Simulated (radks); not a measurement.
Initial-state core-level shifts of neutral chlorine when its valence configuration changes from [Ne] 3s2 3p5. All-electron calculation, scalar-relativistic Kohn-Sham, LDA (Slater exchange, Perdew-Wang correlation), spin-polarised, spherical densities, finite nucleus; open shells are filled with parallel spins first; Fermi nuclear charge, rms radius 3.3654 fm. Program: a radial shooting solver on a logarithmic mesh with Libxc functionals. Shifts are changes of the shell-averaged eigenvalues in eV (positive: less bound); the change of the density at the nucleus, which sets a Mossbauer isomer shift, is in e/bohr^3, on a base of 3576.

3s1 3p6: 1s -1.341; 2s -1.348; 2p -1.323; density at nucleus -13.0975
3s1.5 3p5.5: 1s -0.676; 2s -0.679; 2p -0.666; density at nucleus -6.5165
